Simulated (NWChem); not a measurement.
System: TiH3Cl; SMILES [Cl][TiH3]

```xyz
5

Ti     0.0000     0.0000     0.8343
Cl     0.0000     0.0000    -1.3233
H      1.4856    -0.6397     1.3549
H     -0.1888     1.6064     1.3549
H     -1.2968    -0.9667     1.3549
```
Atoms are numbered in this order, from 1.

Level: PBE-D3(BJ)/def2-SVP (NWChem), optimised geometry, unscaled harmonic frequencies. 

Q: List the harmonic frequencies with IR intensities, and the thermochemistry.

A: 
```csv
frequency (cm⁻¹),IR intensity (km/mol)
351,21.2
351,21.2
423,0.0
593,76.6
593,76.6
604,249.4
1675,250.1
1675,250.1
1700,100.6
```

The zero-point energy is 11.4 kcal/mol and the thermal correction to the enthalpy at 298.15 K (with zero-point energy) comes out as 14.7 kcal/mol. The heat capacity Cv comes out as 13.8 cal/(mol K) and the entropy at 298.15 K and 1 atm (symmetry number 3) is 64.4 cal/(mol K). The dipole moment is 0.30 D.

Rigid rotor and harmonic oscillator.
